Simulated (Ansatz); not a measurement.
PAu₄⁻, relaxed as a singlet with RKS B3LYP-D4/def2-SVPD in Ansatz, starting from the GFN2-xTB geometry. Force threshold 0.02 eV/Å.

In the def2 sets Au takes a core potential; there is no spin–orbit coupling. The relaxation made no stability test and no search for a lower SCF solution. No other spin state of charge -1 was run. The structure comes from a short search, and lower isomers may exist.

Start:

Cartesian coordinates in Å:
```
P 0.337 -1.077 1.408
Au -0.076 1.154 1.938
Au -0.507 0.053 -0.530
Au 1.985 -1.043 -0.237
Au -1.738 0.912 -2.579
```

```csv
step,energy (eV),largest force component (eV/Å),SCF passes
1,-24070.8931,0.953,20
2,-24071.3121,0.504,30
3,-24071.4559,0.616,30
4,-24071.5712,0.332,29
5,-24071.6025,0.045,27
6,-24071.6046,0.006,24
```

Force components are those of the run's own axes.

End:

```csv
atom,x (Å),y (Å),z (Å)
P1,0.144,-0.969,1.118
Au2,0.451,1.027,2.268
Au3,-0.833,-0.017,-0.774
Au4,2.320,-0.965,0.300
Au5,-2.082,0.923,-2.912
```

By distances, no bond broke or formed, bridged metal pairs apart. The bond that changes most is Au3–Au5, from 2.54 to 2.65 Å (atoms count from 1). Metal–metal contacts that move far: Au2–Au3 2.74 to 3.46 Å, Au3–Au4 2.74 to 3.46 Å. The end is the same structure that another start reached, the lowest one found.

No frequencies were taken in this run, so the end may be a saddle point.

It took 25 s on 4 threads of Arm Neoverse V2 on a shared host, peak host memory 0.55 GiB.
